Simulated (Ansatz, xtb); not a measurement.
**Isomers of C6H5FS in order of energy**

3 gas-phase structures of C6H5FS, from a drawn sample of its isomers (lower ones may exist). Each was relaxed with GFN2-xTB:

A. `Fc1ccc(S)cc1`, a singlet
B. `Fc1ccccc1S`, a singlet
C. `Fc1cccc(S)c1`, a singlet

Q: Which do you expect lowest at r2SCAN-D4/def2-SVP, and how would the others follow?

A: Calculated order at r2SCAN-D4/def2-SVP: B (0.0), C (0.5), A (1.5) kcal/mol. Less than 1 kcal/mol parts B and C; C and A, so the order within those pairs means little.

Energies above the lowest of each column, in kcal/mol; the last columns are at B3LYP/def2-SVP geometries:

```tsv
structure	GFN2-xTB	HF/STO-3G	r2SCAN-D4/def2-SVP	B3LYP/def2-SVP	CCSD(T)/def2-SVP + ΔMP2/def2-TZVPP
B	1.0	0.0	0.0	0.0	0.0
C	0.0	0.1	0.5	0.3	0.1
A	0.2	0.8	1.5	1.0	0.7
```

CCSD(T)/def2-SVP + ΔMP2/def2-TZVPP has A and B and C within 1 kcal/mol of each other at the bottom, and every level picks one of them. Flexible structures stand in one conformer each, not always the lowest. ΔMP2 is the change of the MP2 energy from the smaller to the larger basis.

Programs: Ansatz 0.2.0, xtb 6.7.1.
